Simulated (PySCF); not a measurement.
**Electron correlation in Hg²⁺ (mercury, charge +2)**

[Xe] 4f14 5d9 6p1, one real determinant (an excited configuration). All numbers are calculated (PySCF 2.14, a scalar-relativistic core potential, in def2-TZVPPD with the def2 core potential (60 electrons)). Frozen: nothing; 18 electrons correlated.

```json
{"level": "CCSD", "correlation energy (mhartree)": "-485.33"}
{"level": "(T)", "correlation energy (mhartree)": "-12.55"}
{"level": "CCSD(T)", "correlation energy (mhartree)": "-497.88"}
```

Diagnostics: T1 = 0.0077, D1 = 0.0363, largest double amplitude 0.034.

The real determinant used has ⟨L²⟩ near 8 against 12 for a pure F term, so it mixes terms. Spin-orbit coupling, absent here, splits the open shell strongly.

Cost of the coupled-cluster step: about 18 core-seconds, for 18 correlated electrons.

The reference is one real determinant that mixes LS terms of this configuration.

The basis has no tight functions for the innermost shells, so their pair energies are far from complete.

This basis was not built for core-valence correlation, so the inner-shell part is incomplete.
